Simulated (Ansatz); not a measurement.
Reactions of C3H6OSi (`C=C1OC1[SiH3]`).

Computed with Ansatz on PBE0-D4/def2-TZVP structures; ΔE is electronic, products minus reactants. CCSD(T)/CBS adds triple-zeta CCSD(T) − MP2 to the extrapolated MP2 energy (def2 sets, frozen cores). This one scheme is used for every species. Functionals use def2-TZVPP. Each species was taken in one conformer, which may not be the lowest.

```csv
reaction,CCSD(T)/CBS(def2) (kJ/mol)
`C=C1OC1[SiH3]` + H₂ → `C=C1CO1` + SiH₄,?
`C=C1OC1[SiH3]` + BH₃ → `BC1OC1=C` + SiH₄,-31
`C=C1OC1[SiH3]` → `C#C[SiH2]CO`,-66
`C=C1OC1[SiH3]` + `N=C(F)CN` → `NC/C(F)=N/[SiH3]` + `C=C1CO1`,-51
`C=C1OC1[SiH3]` → `C[SiH]1C=CO1`,-249
```

Question: Fill in the missing values. (Best estimate.)

Answer: Ansatz gave: `C=C1OC1[SiH3]` + H₂ → `C=C1CO1` + SiH₄: -27.1 kJ/mol.

Largest T1 diagnostic: 0.014, for `BC1OC1=C`.
